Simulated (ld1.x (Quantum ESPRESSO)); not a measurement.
## hydrogen (H): variants of one TM potential

Base potential:

- Element: hydrogen
- Generator: ld1.x (Quantum ESPRESSO) 7.5
- Type: norm-conserving Troullier–Martins (Kleinman–Bylander form)
- Functional: PBE
- Relativity: fully relativistic
- Frozen core: none
- Valence charge: 1
- Reference configuration: 1s0.75 (charge +0.25)
- Partial waves: 2p channel at -0.05 Ry: rc 0.55 bohr; 1s (bound): rc 0.60 bohr
- Local potential: the s channel
- Core correction: none

Open shells are filled in proportion to 2j + 1 (rel_dist='average').

Cutoffs, loose and tight: the cutoffs (Ry, on a coarse ladder) from which the occupation-weighted sum of valence levels, in a spherical-Bessel basis at the reference potential, stays within 10 and 1 mRy of its value at 400 Ry. They do not see the model core or the augmentation charge, which bear on the density cutoff. Test errors are all-electron minus pseudo excitation energies from the reference, over the configurations 1s1; 1s0.5. A dash means not determined; rows that change the core or the reference have their own tests.

| change | outcome | cutoff, loose | cutoff, tight | bound ghosts | largest test error (meV) |
| --- | --- | --- | --- | --- | --- |
| base | generated | 35 Ry | 90 Ry | none | +0.1 |
| wave 1s (bound): rc 0.60 bohr becomes 1s (bound): rc 0.38 bohr | generated | 35 Ry | 140 Ry | none | -0.1 |
| wave 1s (bound): rc 0.60 bohr becomes 1s (bound): rc 0.48 bohr | generated | 35 Ry | 110 Ry | none | +0.1 |
| wave 1s (bound): rc 0.60 bohr becomes 1s (bound): rc 0.52 bohr | generated | 35 Ry | 100 Ry | none | +0.1 |
| wave 1s (bound): rc 0.60 bohr becomes 1s (bound): rc 0.68 bohr | generated | 30 Ry | 70 Ry | none | +0.1 |
| wave 1s (bound): rc 0.60 bohr becomes 1s (bound): rc 0.76 bohr | generated | 30 Ry | 70 Ry | none | +0.1 |
| wave 1s (bound): rc 0.60 bohr becomes 1s (bound): rc 0.90 bohr | generated | 25 Ry | 50 Ry | none | +0.1 |

Problem. What comes out with this change to the base: wave 1s (bound): rc 0.60 bohr becomes 1s (bound): rc 0.84 bohr?

Solution. outcome: generated; cutoff, loose: 30 Ry; cutoff, tight: 55 Ry; bound ghosts: none; largest test error (meV): +0.1.

Reading the sweep of the s radius (base included, trends over the rows without a ghost): The loose cutoff falls from 35 Ry at 0.38 to 25 Ry at 0.9 bohr. A larger radius leaves more room for a smooth pseudo-wave, so fewer plane waves are needed; a smaller one forces it to follow the all-electron wave where it bends sharply. The median size of the test errors (rows with all tests solved) stays near 0.0 meV.
